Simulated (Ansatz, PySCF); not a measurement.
This singlet lies 0.65 eV below the relaxed triplet at the level B3LYP-D3(BJ)/def2-TZVP // r2SCAN-D4/def2-SVP (PySCF).

Species: [Co(H2O)(NH3)5]3+ (charge 3, multiplicity 1).

Problem. Give a relaxed geometry from r2SCAN-D4/def2-SVP in Ansatz (an electronic-structure program).

Solution. This is not unique; one that fits is the end point of this relaxation, one of several conformers.
Cartesian coordinates (Å) in one orientation:
```xyz
24

Co     0.041     0.052     0.042
O     -0.310    -1.756    -0.735
H     -1.087    -2.325    -0.576
H      0.199    -2.207    -1.435
N     -1.682    -0.111     1.041
H     -1.762    -0.994     1.568
H     -2.526    -0.098     0.448
H     -1.866     0.612     1.752
N      1.769     0.078    -0.964
H      2.458     0.783    -0.663
H      1.683     0.232    -1.979
H      2.285    -0.812    -0.888
N      0.372     1.836     0.789
H     -0.480     2.401     0.914
H      0.979     2.431     0.206
H      0.823     1.838     1.716
N     -0.905     0.887    -1.504
H     -0.351     1.542    -2.074
H     -1.756     1.422    -1.276
H     -1.223     0.166    -2.168
N      0.984    -0.826     1.566
H      0.982    -1.850     1.441
H      0.576    -0.677     2.501
H      1.977    -0.580     1.686
```
